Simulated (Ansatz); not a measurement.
Reaction (atomization): `[OH][In-]([OH])([OH])[OH2+]` → 5 H• + In• + 4 O•

Program: Ansatz. Geometries: PBE0-D4/def2-TZVP. ΔE: electronic, gas phase. CCSD(T)/CBS adds triple-zeta CCSD(T) − MP2 to the extrapolated MP2 energy (def2 sets, frozen cores). This one scheme is used for every species, atoms too. Functionals use def2-TZVPP. HSE06 is defined as in plane-wave codes. No spin–orbit coupling; open shells (•) take unrestricted orbitals. Spin–orbit coupling would lower the free atoms: a little for O; strongly for In. Elements past krypton have def2 core potentials. For In outer-core shells are correlated without core-valence functions, so the limit isn't a true one: a few kJ/mol of doubt a bond, and 10 to 20 or more in all where bonds break to atoms. Each species was taken in one conformer, which may not be the lowest.

`[OH][In-]([OH])([OH])[OH2+]`:

```xyz
10

O     1.207    1.579   -1.347
In    0.122    0.133   -0.544
O    -1.877    0.313   -0.469
O     0.801   -1.711   -0.177
O    -0.316    0.487    1.702
H     2.148    1.393   -1.307
H    -2.360   -0.386   -0.912
H     1.635   -1.918   -0.602
H    -1.269    0.440    1.496
H    -0.092   -0.330    2.161
```

| level | ΔE (kJ/mol) | difference from CCSD(T)/CBS |
| --- | --- | --- |
| LDA (SPW92) | 3920.7 | 535.2 |
| revPBE-D4 | 3260.1 | -125.4 |
| BHLYP-D4 | 3106.5 | -279.0 |
| CAM-B3LYP-D4 | 3323.0 | -62.5 |
| ωB97X-V | 3325.4 | -60.1 |
| HSE06 | 3244.1 | -141.4 |
| CAM-B3LYP | 3308.8 | -76.7 |
| CCSD(T)/def2-TZVPP | 3250.8 | -134.7 |
| HF/def2-QZVPP | 2121.8 | -1263.7 |
| SCS-MP2/def2-QZVPP | 3394.8 | 9.3 |
| CCSD(T)/CBS | 3385.5 | 0 |

Largest T1 diagnostic among the species: 0.015.

From PBE to PBE0 (25 % exact exchange), in def2-TZVPP and without D4, ΔE moves by −126.9 kJ/mol: exact exchange takes away binding that semilocal exchange gives to molecules. Leaving LDA and LC-ωPBE aside and taking each functional with its dispersion term where it has one, the values, not all of them listed here, spread over 277.1 kJ/mol, from BHLYP-D4 to PBE-D4. LDA lies +553.3 kJ/mol from PBE without D4, its usual overbinding.

For atomizations the MP2-based limit and the directly extrapolated one differ by several kJ/mol either way, and by 10 to 25 for some Ge, Se and Sn compounds, so smaller differences from it don't rank the levels.
